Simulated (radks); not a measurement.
Results of a calculation; reference values are marked as such.
Species: Ho5+. Configuration: [Xe] 4f6 6s2 (not the ground configuration). Code: a radial shooting solver on a logarithmic mesh with Libxc functionals. Model: scalar-relativistic Kohn-Sham, r2SCAN, spin-polarised, spherical densities, finite nucleus; open shells are filled with parallel spins first (spin-orbit coupling, left out, can overturn this in heavy ions); meta-GGA in the generalised Kohn-Sham scheme; Fermi nuclear charge, rms radius 5.2022 fm.

Normalised radial functions P(r) = r R(r), r in bohr:

r,5p down,6s down
0.002417,0.0059,0.0501
0.002813,0.0076,0.0555
0.003249,0.0097,0.0608
0.003752,0.0124,0.0662
0.004334,0.0158,0.0716
0.005045,0.0203,0.0770
0.005827,0.0257,0.0817
0.006729,0.0324,0.0856
0.007834,0.0413,0.0885
0.009047,0.0517,0.0894
0.01045,0.0642,0.0882
0.01207,0.0793,0.0841
0.01405,0.0983,0.0759
0.01622,0.1190,0.0640
0.01874,0.1425,0.0475
0.02181,0.1695,0.0249
0.02519,0.1962,-0.0011
0.02909,0.2221,-0.0308
0.0336,0.2446,-0.0625
0.03911,0.2609,-0.0950
0.04517,0.2646,-0.1210
0.05217,0.2519,-0.1377
0.06073,0.2155,-0.1400
0.07013,0.1556,-0.1230
0.081,0.0704,-0.0852
0.09354,-0.0359,-0.0277
0.1089,-0.1598,0.0476
0.1258,-0.2704,0.1204
0.1452,-0.3514,0.1782
0.1691,-0.3782,0.2034
0.1953,-0.3278,0.1786
0.2255,-0.1975,0.1025
0.2605,-0.0010,-0.0140
0.3032,0.2385,-0.1513
0.3502,0.4393,-0.2547
0.4044,0.5542,-0.2930
0.4708,0.5319,-0.2364
0.5437,0.3595,-0.0936
0.6279,0.0658,0.1020
0.7252,-0.2905,0.2947
0.8442,-0.6547,0.4285
0.975,-0.9134,0.4380
1.126,-1.0381,0.3150
1.311,-1.0141,0.0639
1.514,-0.8703,-0.2316
1.748,-0.6612,-0.5116
2.019,-0.4437,-0.7140
2.351,-0.2539,-0.7897
2.715,-0.1317,-0.7247
3.135,-0.0588,-0.5662
3.65,-0.0207,-0.3648
4.215,-0.0063,-0.2006
4.868,-0.0015,-0.0910
5.622,-0.0003,-0.0334
6.545,0.0000,-0.0090
7.558,0.0000,-0.0020

5p down: eigenvalue -101.63 eV, 3 radial nodes at r = 0.0893, 0.261, 0.646 bohr, <r> = 1.30 bohr, 90 % of the charge inside 1.85 bohr. 6s down: eigenvalue -49.009 eV, 5 radial nodes at r = 0.0250, 0.0992, 0.256, 0.584, 1.35 bohr, <r> = 2.45 bohr, 90 % of the charge inside 3.42 bohr.
